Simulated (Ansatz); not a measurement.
Basis sets compared for Cu₈Te₄⁻. The state is a doublet with charge -1. Geometry PBE-D4/def2-SVP. Ansatz on 2 threads of AMD EPYC 7R13 on a shared host and a share (18 GiB) of an NVIDIA H100 80GB HBM3; times are rough, and most runs start from earlier orbitals.

```xyz
12

Cu   -1.855   -0.080    0.856
Cu   -0.479   -1.216   -2.305
Cu    1.482    1.269    0.343
Cu    0.341    0.126    2.173
Cu   -0.666    2.153    0.936
Cu   -0.398    0.835   -1.067
Cu    1.868   -0.467   -1.315
Cu    0.165   -1.463    0.202
Te    2.531   -0.955    1.168
Te   -2.152   -2.101   -0.668
Te   -1.754    1.298    3.048
Te    0.917    0.600   -3.369
```

In the def2 sets Te takes a core potential; there is no spin–orbit coupling. Single mean-field runs in def2-TZVP are fitted with def2-universal-jkfit. Another isomer (doublet) lies 0.40 eV lower at PBE0-D4/def2-TZVP; other spin states weren't run for this one.

```json
{"level": "PBE-D4/def2-SVP", "functions": "352", "energy (Eh)": "-14193.2048", "HOMO (eV)": "-1.07", "LUMO (eV)": "-0.78", "wall time": "10 s"}
{"level": "PBE0-D4/def2-SVP", "functions": "352", "energy (Eh)": "-14193.2569", "HOMO (eV)": "-2.00", "LUMO (eV)": "-0.30", "wall time": "11 s"}
```

(1) Estimate the rows for PBE-D4/def2-TZVP (with forces), PBE0-D4/def2-TZVP.

Answers

(1) 
| level | functions | energy (Eh) | HOMO (eV) | LUMO (eV) | wall time |
| --- | --- | --- | --- | --- | --- |
| PBE-D4/def2-TZVP (with forces) | 560 | -14195.2040 | -1.33 | -1.03 | 15 s |
| PBE0-D4/def2-TZVP | 560 | -14195.1838 | -2.21 | -0.52 | 16 s |
